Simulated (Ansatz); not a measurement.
A nudged elastic band was laid between two geometries of CH5FGeOSi (10 atoms, charge 0, multiplicity 1).

Computed with Ansatz 0.2.0, RKS PBE-D4/def2-SVP.

```json
{
  "movable images": "9",
  "climbing image": "yes",
  "spring": "5.0 eV/Å²",
  "optimiser": "quadratic models (default)",
  "start path": "through a guess of the saddle point",
  "force threshold": "0.05 eV/Å",
  "iteration limit": "33",
  "end points": "relaxed"
}
```

Image 0:

```xyz
10
Properties=species:S:1:pos:R:3
F -1.917 -0.498 0.790
C -0.655 0.065 1.064
O 0.334 -0.915 1.061
Ge 0.923 -0.971 -0.721
Si -0.171 1.146 -0.495
H -0.723 0.526 2.077
H 2.467 -1.138 -0.690
H 0.284 -2.167 -1.480
H -1.256 1.640 -1.411
H 0.797 2.260 -0.192
```

Image 10:

```xyz
10
Properties=species:S:1:pos:R:3
F -1.910 -0.576 0.315
C -0.664 -0.118 0.712
O 0.279 -1.195 0.549
Ge 0.963 -0.919 -1.623
Si 0.047 1.157 -0.599
H -0.738 0.135 1.795
H 2.419 -0.559 -1.026
H -0.087 -2.033 0.909
H -1.134 1.902 -1.166
H 0.909 2.155 0.137
```

**Question.** What changes between the two ends?

**Answer.** Bonds broken: Ge4–H8. Bonds formed: O3–H8.

**Question.** What energy profile does the band end with?

**Answer.** The run converged. The highest image is number 4 of 0 to 10, 2.03 eV above the first end and 1.37 eV above the last; the last end lies 0.67 eV above the first. A vibrational analysis at the climbing image gives one clearly imaginary mode, 1238i cm⁻¹: a first-order saddle point. The orbitals stay closed-shell, which can raise the energy where a bond breaks towards radicals; this wasn't checked here.

| image | path coordinate (Å) | energy (eV) | Ge4–H8 (Å) | O3–H8 (Å) |
| --- | --- | --- | --- | --- |
| 0 | 0.00 | 0.00 | 1.55 | 2.83 |
| 1 | 0.48 | 0.03 | 1.55 | 2.76 |
| 2 | 0.96 | 0.31 | 1.53 | 2.44 |
| 3 | 1.44 | 1.23 | 1.53 | 1.95 |
| 4 | 1.92 | 2.03 | 1.63 | 1.45 |
| 5 | 2.22 | 1.58 | 1.81 | 1.13 |
| 6 | 2.51 | 1.10 | 2.12 | 1.00 |
| 7 | 2.81 | 0.90 | 2.40 | 0.98 |
| 8 | 3.10 | 0.75 | 2.67 | 0.98 |
| 9 | 3.40 | 0.68 | 2.88 | 0.98 |
| 10 | 3.69 | 0.67 | 2.96 | 0.98 |

**Question.** What is the geometry of the highest image?

**Answer.** 
```xyz
10
Properties=species:S:1:pos:R:3
F -1.946 -0.622 0.552
C -0.715 -0.054 0.903
O 0.289 -1.038 0.945
Ge 0.985 -0.956 -1.147
Si -0.096 1.113 -0.534
H -0.832 0.360 1.933
H 2.551 -0.850 -1.069
H 0.071 -1.914 -0.192
H -1.118 1.801 -1.397
H 0.893 2.110 0.009
```

**Question.** What are the harmonic wavenumbers there?

**Answer.** 1238i, 80, 189, 252, 313, 374, 458, 499, 544, 558, 622, 638, 739, 878, 890, 981, 1021, 1205, 1276, 1771, 1983, 2150, 2173, 2943 cm⁻¹.

The band took 13 iterations and roughly 11 core-minutes.

Run time: 5.7 min on 2 threads of Intel(R) Xeon(R) Platinum 8259CL CPU @ 2.50GHz (Skylake/Cascade Lake), on a shared host, peak memory 0.19 GiB.
